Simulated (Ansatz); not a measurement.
`C=C1N[SiH]1N`, relaxed with RKS PBE0-D4/def2-TZVP in Ansatz from a PBE-D4/def2-SVP geometry. The force threshold is 0.005 eV/Å; the program also tests the step.

Charge 0, multiplicity 1.

Start:

```xyz
11

C    -0.345    0.565    2.119
C    -0.166    0.481    0.786
N     0.640    1.113   -0.184
Si   -0.368   -0.086   -0.944
N     0.216   -1.578   -1.561
H    -1.076   -0.080    2.627
H     0.226    1.280    2.735
H     1.283    1.902   -0.075
H    -1.445    0.374   -1.875
H     0.937   -2.126   -1.089
H     0.098   -1.843   -2.540
```

By how much does the energy fall, and how many steps does the optimiser take? (An estimate is asked.)

The calculation gave: 0.09 eV, in 12 steps, 2 of them rejected.

Which bonds change most? (Best estimate.)

The calculation gave: N3–Si4 from 1.741 to 1.698 Å; Si4–N5 from 1.717 to 1.688 Å; C2–Si4 from 1.832 to 1.808 Å; C1–C2 from 1.348 to 1.328 Å.

Give the relaxed structure. (Best estimate.)

The calculation gave: 
```xyz
11

C    -0.367    0.576    2.099
C    -0.171    0.446    0.792
N     0.678    1.047   -0.157
Si   -0.321   -0.087   -0.929
N     0.297   -1.505   -1.604
H    -1.107   -0.031    2.602
H     0.200    1.284    2.697
H     1.253    1.868   -0.053
H    -1.414    0.362   -1.817
H     1.018   -2.062   -1.178
H    -0.066   -1.899   -2.454
```
